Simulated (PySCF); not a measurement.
# `Cl[C@@H](CC)[Si@@H](Cl)Br`, C₃H₇BrCl₂Si

Molfile (atoms numbered from 1):
```
C3H7BrCl2Si
     RDKit          3D

 14 13  0  0  0  0  0  0  0  0999 V2000
    2.0904    0.0634   -0.0103 C   0  0  0  0  0  0  0  0  0  0  0  0
    0.6629   -0.0825    0.5020 C   0  0  0  0  0  0  0  0  0  0  0  0
   -0.3746    0.0972   -0.5983 C   0  0  2  0  0  0  0  0  0  0  0  0
   -0.3123    1.7859   -1.2366 Cl  0  0  0  0  0  0  0  0  0  0  0  0
   -2.1858   -0.2106   -0.0674 Si  0  0  1  0  0  4  0  0  0  0  0  0
   -2.4869   -2.1893    0.1718 Cl  0  0  0  0  0  0  0  0  0  0  0  0
   -2.5061    0.8281    1.8516 Br  0  0  0  0  0  0  0  0  0  0  0  0
    2.3024   -0.6764   -0.7799 H   0  0  0  0  0  0  0  0  0  0  0  0
    2.7963   -0.0725    0.8048 H   0  0  0  0  0  0  0  0  0  0  0  0
    2.2425    1.0534   -0.4327 H   0  0  0  0  0  0  0  0  0  0  0  0
    0.4854    0.6485    1.2942 H   0  0  0  0  0  0  0  0  0  0  0  0
    0.5304   -1.0811    0.9297 H   0  0  0  0  0  0  0  0  0  0  0  0
   -0.1172   -0.5359   -1.4503 H   0  0  0  0  0  0  0  0  0  0  0  0
   -3.1279    0.3713   -1.0010 H   0  0  0  0  0  0  0  0  0  0  0  0
  1  2  1  0
  2  3  1  0
  3  4  1  0
  3  5  1  0
  5  6  1  0
  5  7  1  0
  1  8  1  0
  1  9  1  0
  1 10  1  0
  2 11  1  0
  2 12  1  0
  3 13  1  6
  5 14  1  6
M  END
```

Level of theory: TDDFT BHandHLYP/aug-cc-pVDZ circular dichroism and optical rotation, one conformer, gas phase in PySCF 2.14.0. Geometry: GFN2-xTB.

The molecule is flexible and this is one conformer; a measurement averages over conformers. The calculation is non-relativistic, which matters for the atoms heavier than Zn.

Draw the ECD and absorption spectra from the lowest 8 states, each a Gaussian of half-width 0.2 eV at 1/e height.


```tsv
E (eV)	λ (nm)	Δε (L mol⁻¹ cm⁻¹)	ε (L mol⁻¹ cm⁻¹)
6.50	191	0.00	4.59
6.65	186	-0.06	112
6.80	182	-0.43	902
6.95	178	-0.79	2570
7.10	175	+0.44	3310
7.25	171	+1.45	3520
7.40	167	+1.01	3500
7.55	164	-0.38	1860
7.70	161	-8.46	958
7.85	158	-26.03	1350
8.00	155	-36.82	1310
```
Δε uses R in velocity form, ε uses f in length form. Only the states computed contribute, so the short-wavelength end is incomplete.
